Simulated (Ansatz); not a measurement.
Born–Oppenheimer molecular dynamics of ClF₂H₃OW (8 atoms, charge 0, multiplicity 1). It starts from a relaxed structure.

Theory: Ansatz, RKS PBE0-D4/def2-SVP.

```
ensemble             : NVT, Langevin thermostat
time step            : 0.5 fs
steps asked          : 250
set temperature      : 2000 K
friction             : 0.001 /fs
temperature schedule : 62 steps to 2000 K, then 188 steps to 10 K
seed                 : 625394
```

First frame:

```xyz
8
Properties=species:S:1:pos:R:3
W 0.299 -0.126 0.031
Cl 1.282 -0.021 2.158
F 1.396 1.283 -0.424
H -0.725 0.842 0.937
H -1.054 0.503 -0.721
O -0.503 -1.698 0.457
H -0.746 -2.583 0.741
F 0.562 -0.696 -1.767
```

Question: How far do the bonds stretch over the last three quarters of this one trajectory? (Pairs bonded in most of those frames.)

Answer: 
| bond | mean (Å) | spread (Å) | shortest | longest |
| --- | --- | --- | --- | --- |
| W1–Cl2 | 2.308 | 0.030 | 2.24 | 2.33 |
| W1–F3 | 1.873 | 0.067 | 1.77 | 1.97 |
| W1–H4 | 1.710 | 0.081 | 1.56 | 1.85 |
| W1–H5 | 1.709 | 0.088 | 1.55 | 1.85 |
| W1–O6 | 1.888 | 0.083 | 1.74 | 2.04 |
| W1–F8 | 1.916 | 0.044 | 1.84 | 1.98 |
| O6–H7 | 0.973 | 0.026 | 0.93 | 1.01 |

Mean temperature of the second half: 1192 K. The schedule's set-point averaged 672 K over the second half and the system 1192 K, so it lags behind the ramp. A run of 0.12 ps of so small a system gives no equilibrium averages.

Run time: 7.4 min on 4 threads of Intel(R) Xeon(R) Platinum 8223CL CPU @ 3.00GHz (Skylake/Cascade Lake) (shared host), peak memory 0.29 GiB.
